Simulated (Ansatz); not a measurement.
Cartesian coordinates (Å):
```xyz
21

B     -1.7907     0.4475     0.9568
C     -0.9743     0.1029    -0.3631
C     -2.1493     0.1589    -1.2288
N     -3.1356     0.2246    -1.8380
C     -0.3421    -1.3017    -0.3590
C      0.8416    -1.3368     0.6008
C      1.8744    -0.2673     0.2627
C      1.2469     1.1214     0.2096
C      0.0656     1.1704    -0.7524
H     -2.2930    -0.4440     1.5965
H     -1.9557     1.6009     1.2712
H     -1.0965    -2.0516    -0.0777
H     -0.0029    -1.5500    -1.3798
H      1.3031    -2.3367     0.5889
H      0.4740    -1.1805     1.6326
H      2.3230    -0.4977    -0.7205
H      2.6998    -0.2874     0.9918
H      0.9008     1.4078     1.2207
H      1.9973     1.8733    -0.0810
H      0.4141     0.9789    -1.7822
H     -0.4008     2.1670    -0.7490
```
Charge 0, multiplicity 1.

Calculation: frozen-core CCSD(T)/cc-pVDZ // PBE0-D3(BJ)/def2-SVP in Ansatz (a program for electronic structure).

```yaml
HF energy: -351.20371 Ha
MP2 correlation energy: -1.20635 Ha
```

Task: Estimate the CCSD correlation energy, the (T) correction, the total energy and the T1 diagnostic.

Result: 
| Quantity | Result |
|---|---|
| CCSD correlation energy | -1.28886 Ha |
| (T) correction | -0.04714 Ha |
| CCSD(T) total energy | -352.53972 Ha |
| T1 diagnostic | 0.010 |
